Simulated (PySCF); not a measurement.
C₇H₄N₆, SMILES C1=CC2=NC=NC3=NC=NC(=N1)N23.

Coordinates come from a B3LYP-D3(BJ)/def2-SVP optimisation.

Calculation: ωB97X/def2-SVP (PySCF).

Symmetry labels are those of the subgroup Cs that the program uses (full group Cs).

Q: List the valence orbital energies around the gap with their symmetry. (The exact figures need the calculation; the answer reports its results.)

A: 
```csv
orbital,symmetry,energy (eV)
HOMO−7,A",-12.31
HOMO−6,A',-12.19
HOMO−5,A',-11.96
HOMO−4,A",-11.79
HOMO−3,A',-11.05
HOMO−2,A',-10.52
HOMO−1,A',-10.50
HOMO,A",-8.73
LUMO,A",-0.88
LUMO+1,A",0.18
LUMO+2,A",0.33
LUMO+3,A",3.96
```
